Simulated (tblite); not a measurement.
Run record: tight-binding relaxation, `FC(F)(F)C1([S])CC1` [radical].

Computed with GFN2-xTB geometry optimisation, gas phase (tblite 0.8.0). Start geometry: from a force field or distance geometry. The command runs a driver script over a list of jobs; the input below is this job's line of settings and its coordinates in Å.

Command:
```bash
OMP_NUM_THREADS=1 python probes_run.py task.json out
```

Input:
```
{"job": {"kind": "relax", "xc": "GFN2-xTB", "basis": "xTB"}, "charge": 0, "multiplicity": 2}
F      1.376000     0.403000    -1.474300
C      1.391100    -0.128700    -0.196900
F      1.997100     0.824000     0.648700
F      2.229800    -1.227700    -0.109800
C      0.033400    -0.345200     0.393000
S      0.023600    -1.025800     2.011900
C     -1.200300    -0.499700    -0.423800
C     -0.850900     0.872600     0.096600
H     -1.193100    -0.737200    -1.499900
H     -2.039300    -1.013600     0.133800
H     -0.468100     1.611400    -0.629700
H     -1.298100     1.266200     1.024500
```

Output:
```
step      E/eV     max force
  0    -761.27535    2.044
  1    -761.49407    1.203
  2    -761.57982    0.724
  3    -761.60330    0.528
  4    -761.62807    0.457
  5    -761.64013    0.451
  6    -761.66646    0.407
  7    -761.68110    0.378
  8    -761.69323    0.271
  9    -761.70269    0.342
... (42 lines left out)
 52    -761.77414    0.040
 53    -761.77429    0.033
 54    -761.77436    0.020
 55    -761.77440    0.017
 56    -761.77443    0.019
 57    -761.77447    0.027
 58    -761.77450    0.027
 59    -761.77452    0.017
 60    -761.77455    0.013
 61    -761.77456    0.009
```

«max force» is the largest atomic force in eV/Å.

Q: From which step on does the largest force stay under 0.1 eV/Å, and how much energy is left to gain from there?

A: From step 22 (0.068 eV/Å), 4.9 meV above the end.

In short: energy lowered by 11.5 kcal/mol over 61 steps; largest atomic force 0.009 eV/Å at the end.

Q: Where do the atoms end?

A: 0.215 Å rms from the input after alignment:
```
atom  x, y, z in Å
F1     1.3550    0.3725   -1.4098
C2     1.4118   -0.1338   -0.1653
F3     2.2653    0.6415    0.5162
F4     1.9855   -1.3389   -0.2767
C5     0.0494   -0.2015    0.4833
S6     0.0832   -0.8613    2.1171
C7    -1.1414   -0.4845   -0.4083
C8    -0.9485    0.8850    0.1403
H9    -0.9398   -0.6622   -1.4545
H10   -1.9182   -1.1051    0.0110
H11   -0.6095    1.6699   -0.5199
H12   -1.5915    1.2176    0.9408
```

The run took 0.37 s on one thread, Arm Neoverse V1 (aarch64) (shared host).
Labels such as C1 count atoms from 1, the log's own numbers from 0.
